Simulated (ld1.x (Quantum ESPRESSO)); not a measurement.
The numbers below are computed, except where a source is named.
Potentials for Ar compared

Generated with ld1.x 7.5 (TM, RRKJ, ultrasoft, PAW), atompaw 4.2 or ONCVPSP 4.0.1. The cutoff is in Ry: for ld1.x and atompaw files where the sum of valence levels is converged to 10 mRy in a Bessel basis, for ONCV files where the hardest occupied wave has 1 mHa per electron of residual kinetic energy. The error is the largest all-electron minus pseudo excitation energy over each file’s own four to seven test configurations (ionisations up to +4, promotions, holes and added fractions of an electron), all of which were solved. The labels leave out finer settings (local radius, basis sizes, second energies), which also bear on the numbers. Spin-polarised tests are not counted. The rows are a selection from randomly drawn settings: files with unsolved tests, undetermined cutoffs or missed reference levels are left out.

A true bound ghost makes a file unfit for plane-wave use even where its test errors are small: the radial tests pick states by their node count and pass the ghost by.

| potential | cutoff (Ry) | largest error (meV) | bound ghosts |
| --- | --- | --- | --- |
| ultrasoft, PW91, non-relativistic, rc 1.32/1.05 (sp), local smoothed, core correction yes, reference 3s2 3p5 | 35 | +28 | none |
| TM, PBEsol, scalar-relativistic, rc 1.00/1.00/0.95 (spd), local s, core correction no, reference 3s2 3p6 | 120 | +233 | none |
| RRKJ, LDA (PZ), scalar-relativistic, rc 0.90/0.90 (sp), local s, core correction yes, reference 3s2 3p4 | 180 | +103 | none |
| PAW, LDA (PZ), non-relativistic, rc 1.15/1.40/1.40 (spd), local smoothed, core correction yes, reference 3s2 3p5.75 | 35 | -65 | none |
| PAW, PBEsol, scalar-relativistic, rc 1.05/1.15/1.00 (spd), local smoothed, core correction yes, reference 3s2 3p6 | 35 | -77 | s |
| TM, Wu–Cohen, scalar-relativistic, rc 1.15/1.00 (sp), local p, core correction yes, reference 3s2 3p6 | 110 | +202 | none |

Q: Fill in the row for Ar: ultrasoft, Wu–Cohen, non-relativistic, rc 1.20/1.30 (sp), local smoothed, core correction yes, reference 3s2 3p4.

A: cutoff 35 Ry, largest error +23 meV, bound ghosts: none.
